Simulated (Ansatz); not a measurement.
Species: C₄H₅OSi, charge 0, multiplicity 2. It need not be the lowest isomer of its formula. 
Structure (B3LYP-D3(BJ)/def2-TZVP (Ansatz, a first-principles code) minimum search):
```xyz
11

Si    -2.0856    -0.3270     0.1794
C     -0.2726    -0.0544     0.0106
C      0.7706    -1.0410    -0.1655
C      1.9463    -0.3754    -0.1726
O      1.7347     0.9637    -0.0074
C      0.3933     1.1363     0.1045
H     -2.8301     0.9305    -0.0830
H     -2.5474    -1.4230    -0.7093
H      0.6392    -2.1041    -0.2780
H      2.9722    -0.6787    -0.2823
H      0.0610     2.1510     0.2389
```
Charge 0, spin multiplicity 2.

Total electronic energies in hartree. Valence correlation only, unless marked. Open shells are spin-unrestricted. Spin-orbit coupling is left out. Non-relativistic unless marked X2C. CBS(X,Y): correlation extrapolated as X^-3; Hartree-Fock from the larger set.

The UHF reference is spin-contaminated (<S^2> 0.19 over the pure value in the largest basis). 

| level | program | energy (Eh) |
|---|---|---|
| HF/6-31G | Ansatz | -517.95253 |
| RI-HF/cc-pV(Q+d)Z | Ansatz | -518.22368 |
| PBE/def2-TZVPD | Ansatz | -519.74357 |
| B3LYP-D3(BJ)/def2-TZVPD | Ansatz + dftd3 | -520.21094 |
| PBE0/6-31G* | Ansatz | (withheld) |
| PBE0/def2-QZVPP | Ansatz | (withheld) |
| BHLYP-D4/def2-TZVPD | Ansatz + dftd4 | -520.04594 |
| CAM-B3LYP-D3(BJ)/def2-TZVPD | Ansatz + dftd3 | -520.07035 |
| B2GP-PLYP-D3(BJ)/def2-TZVPD | Ansatz + dftd3 | (withheld) |
| B2PLYP-D4/def2-TZVPD | Ansatz + dftd4 | -519.86634 |
| SCS-MP2/cc-pVTZ | Ansatz | -519.13892 |
| CCSD/cc-pV(D+d)Z | Ansatz | -518.95671 |
| CCSD(T)/6-31G | Ansatz | -518.52112 |
| X2C-CCSD(T)/cc-pVTZ-DK | Ansatz | -519.95661 |
| CCSD(T)/CBS(cc-pV(T+d)Z,cc-pV(Q+d)Z) | Ansatz | -519.3669 |

Q: Fill in the missing entries.

A: 
- PBE0/6-31G*, energy (Eh): -519.66811
- PBE0/def2-QZVPP, energy (Eh): -519.80413
- B2GP-PLYP-D3(BJ)/def2-TZVPD, energy (Eh): -519.77726
